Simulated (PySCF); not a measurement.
Compound: C6H12O2S.
Atom-mapped SMILES: `[CH3:1][C@@H:2]1[CH2:3][CH2:4][S:5](=[O:6])(=[O:7])[C@@H:8]1[CH3:9]`

Definitions: NICS(0) = −σiso at the ring centroid; NICS(1) = −σiso and NICS(1)zz = −σzz at ±1 Å along the ring normal z. Level: GIAO PBE0/pcSseg-1 (PySCF, non-relativistic, gas phase) on the GFN2-xTB geometry, one conformer.

Ring bond lengths (Å), with Mayer bond orders in brackets: C2–C3 1.539 (1.01), C3–C4 1.516 (1.02), C4–S5 1.835 (0.86), S5–C8 1.839 (0.80), C8–C2 1.523 (0.95).

Problem. What do the NICS probes read (ppm)?

Solution. 
```csv
ring,type,NICS(0),"NICS(1), two faces","NICS(1)zz, two faces",rms pucker (Å),"centre to ring atoms, mean (Å)"
C2–C3–C4–S5–C8,5-membered ring with S; formal bonds all single,-6.1,-3.1 / -4.4,-2.6 / -5.8,0.21,1.37
```

Problem. What can be read from them?

Solution. 
- C2–C3–C4–S5–C8: mean NICS(1)zz -4.2 ppm, shielded. C2, C3, C4, S5, C8 have four or more neighbours, so the value isn't read as a sign of a π ring current. The two faces differ by 3.2 ppm, so no symmetry operation interchanges them.
